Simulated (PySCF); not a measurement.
Precursor series Nb F-NH2. All species are isolated molecules in the gas phase. One relaxed conformer stands for each flexible species; it need not be the lowest.

The charge on the central atom (Mulliken) from two functionals at the same geometries (r2SCAN-D4/def2-SVP), both in PySCF: PBE-D3(BJ)/def2-TZVP and B3LYP-D3(BJ)/def2-TZVP. B3LYP has the VWN-RPA correlation part, as in Gaussian. 

```json
[
 {"species": "1 of 5 F replaced by NH2 ([Nb(F)4(NH2)])", "B3LYP-D3(BJ)/def2-TZVP (e)": "1.97"},
 {"species": "2 of 5 F replaced by NH2 ([Nb(F)3(NH2)2])", "B3LYP-D3(BJ)/def2-TZVP (e)": "1.94"},
 {"species": "3 of 5 F replaced by NH2 ([Nb(F)2(NH2)3])", "B3LYP-D3(BJ)/def2-TZVP (e)": "1.94"},
 {"species": "5 of 5 F replaced by NH2 ([Nb(NH2)5])", "B3LYP-D3(BJ)/def2-TZVP (e)": "1.86"}
]
```

Task: What does PBE-D3(BJ)/def2-TZVP give for each?

Result: 
- 1 of 5 F replaced by NH2 ([Nb(F)4(NH2)]): 1.74
- 2 of 5 F replaced by NH2 ([Nb(F)3(NH2)2]): 1.69
- 3 of 5 F replaced by NH2 ([Nb(F)2(NH2)3]): 1.67
- 5 of 5 F replaced by NH2 ([Nb(NH2)5]): 1.61
Over these rows, drawn at random from the members with no instability flagged (it was tested for open shells, ions and some series alone), PBE minus B3LYP-D3(BJ): mean -0.25 e, from -0.27 e to -0.23 e.
